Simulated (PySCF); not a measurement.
C6H12FGeN.
SMILES: `C=CC[NH][Ge@H]([F])[CH]1CC1`

A linear-response calculation (PySCF, def2-SVPD basis, gas phase, vertical, core orbitals frozen in the response) gave these numbers; the functional is withheld.

Orbital energies (eV): HOMO-3 -8.74, HOMO-2 -8.41, HOMO-1 -7.81, HOMO -7.08, LUMO -0.03, LUMO+1 0.67, LUMO+2 0.76.

```
state  E (eV)       f  main configurations (H = HOMO, L = LUMO)
   S1    5.85   0.072                                 H→L (94%)
   S2    6.62   0.013                               H→L+2 (86%)
   S3    6.79   0.073                               H→L+1 (91%)
   S4    7.07  0.0087                  H→L+4 (58%), H→L+3 (32%)
   S5    7.18  0.0085     H→L+3 (50%), H→L+4 (28%), H→L+2 (10%)
   S6    7.31   0.309                H-1→L (73%), H-1→L+2 (11%)
```

Triplets, Tamm–Dancoff:

| state | E (eV) | λ (nm) | main configurations (H = HOMO, L = LUMO) |
| --- | --- | --- | --- |
| T1 | 4.33 | 286.0 | H-1→L (66%), H→L (22%) |
| T2 | 5.64 | 219.7 | H→L (73%), H-1→L (20%) |
| T3 | 6.20 | 199.9 | H→L+1 (78%), H→L+2 (9%) |
| T4 | 6.42 | 193.0 | H→L+2 (61%), H→L+3 (10%) |

Vertical ionisation energy by ΔSCF with the same functional: 8.86 eV. Mean static polarisability: 109.2 au.

Problem. Name the functional.
A. PBE
B. PBE0
C. wB97X-D
D. HF

Solution. B. PBE0 is a global hybrid with 25% exact exchange. In this run −ε(HOMO) = 7.08 eV differs from the ΔSCF value by -1.78 eV, and S1 differs from the orbital gap of 7.05 eV by -1.20 eV. The ratio −ε(HOMO)/IP is 0.80. Usual ranges for neutral molecules in this basis: 0.7 to 0.83 with PBE0, 0.5 to 0.7 with PBE, 0.89 to 0.99 with wB97X-D; with Hartree–Fock the ratio is 1 or more (Koopmans' value less the relaxation energy is the ΔSCF value).

Computed, not measured: PySCF, TDDFT PBE0/def2-SVPD, vertical, gas phase, core orbitals frozen in the response. One conformer (not necessarily the lowest) at the PBE0-D3(BJ)/def2-SVP geometry, without solvent, vibrations or thermal averaging. Relativistic effects, spin–orbit coupling among them, are left out although an element past zinc is present.

The run took 6.4 min of wall time on one thread, Arm Neoverse V2, no GPU, shared host.

Shape of the structure used: `[CH2:1]=[CH:2][CH2:3][NH:4][Ge@H:5]([F:6])[CH:7]1[CH2:8][CH2:9]1`: C1–C2–C3–N4 -124°, C2–C3–N4–Ge5 -147°, C3–N4–Ge5–F6 -74°, N4–Ge5–C7–C8 151°.
